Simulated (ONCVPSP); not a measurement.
# zirconium: ONCV pseudisation with LDA (Perdew-Wang 92), fully relativistic reference atom.

* Element: Zr (Z = 40)
* Generator: ONCVPSP 4.0.1
* Type: optimised norm-conserving Vanderbilt (ONCV)
* Functional: LDA (Perdew-Wang 92)
* Relativity: fully relativistic
* Frozen core: [Ar] 3d10
* Valence charge: 12
* Reference configuration: 4s2 4p6 4d2 5s1.5 (charge +0.5)
* Partial waves: 4s+5s: rc 2.25 bohr, ncon 5, nbas 9, qcut 6.7 1/bohr, 2 projectors; 4p: rc 1.35 bohr, ncon 4, nbas 9, qcut 5.8 1/bohr, 1 projector; 4d: rc 3.10 bohr, ncon 4, nbas 9, qcut 4.6 1/bohr, 2 projectors, debl 0.4 Ha; f scattering state at 0.28 Ha: rc 2.35 bohr, ncon 4, nbas 8, qcut 5.2 1/bohr, 2 projectors, debl 0.4 Ha
* Local potential: polynomial inside 1.30 bohr (lpopt 3, dvloc0 1 Ha)
* Core correction: none

Open shells are filled in proportion to 2j + 1.

Poles of the logarithmic derivatives, all-electron (AE) and pseudo (PS). s: poles at -2.0, 2.6 (AE) and -2.0, 2.6 (PS) Ha. p3/2: poles at 1.9 (AE) and 1.6 (PS) Ha. p1/2: poles at 1.7 (AE) and 1.4 (PS) Ha. d5/2: poles at -0.1, 1.9 (AE) and -0.1, 2.1 (PS) Ha. d3/2: poles at -0.1, 1.9 (AE) and -0.1, 2.1 (PS) Ha. f7/2: poles at 1.7 (AE) and 1.7 (PS) Ha. f5/2: poles at 1.7 (AE) and 1.7 (PS) Ha. Test radii: s 2.28, p3/2 1.37, p1/2 1.37, d5/2 3.15, d3/2 3.15, f7/2 2.39, f5/2 2.39 bohr.

- Cutoffs needed: 37 Ha and 140 Ha (the cutoffs (Ha) at which the residual kinetic energy of the hardest occupied pseudo-wave falls to 1 and 0.1 mHa per electron)
- Ghost test: no bound ghost flagged; GHOST(+) flagged for d5/2 at 557.3 eV
- Largest excitation error: +82 meV (all-electron minus pseudo) for 4s2 4p6 4d1 5s0, out of 4 test configurations
